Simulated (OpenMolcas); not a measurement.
An OpenMolcas run meant for S5+ (ANO-RCC-VDZP, DKH3; inactive shells 1s 2s 2p; intended active space 1 electron in 8 orbitals (3s 3p 4s 4p)). One step of its input:

```
&RASSCF
FileOrb=start.orb
Symmetry=1
Spin=2
nElAct=1 0 0
Inactive=2 3
Ras2=2 6
CIRoot=2 2 1
SDav=2
CIMx=300
Iter=71 100
PrWF=0.3
OrbListing=Nothing
MaxOrb=0
Atom
CIOnly
>>> COPY $Project.JobIph JOB001
```

Lines from the output:

```
--- SEWARD ---
Basis set label: S.ANO-RCC...4S3P1D.

      Electronic valence basis set:
      ------------------
      Associated Effective Charge  16.000000 au
      Associated Actual Charge     16.000000 au
      Nuclear Model: Point charge

      Shell  nPrim  nBasis  Cartesian Spherical Contaminant
         s      17       4        X
         p      12       3        X
         d       5       1                 X
Relativistic=R03O02
                  Relativistic Douglas-Kroll-Hess integrals:
                    - DKH order of Hamiltonian: 3
                    - DKH order of Properties : 2
--- RASSCF ---

 Nr of active orbitals     NAC=   8
 Spin degeneracy         ISPIN=   2
 There can be no such wave function.
 ************************************************
--- Stop Module: rasscf at  /rc=_RC_INPUT_ERROR_ ---
.####################.
.# User input error #.
.####################.
```

Task: What is wrong with the input?

Result: A keyword is misspelt. OpenMolcas reads the first four letters of a keyword, so the setting is refused or falls back to its default.
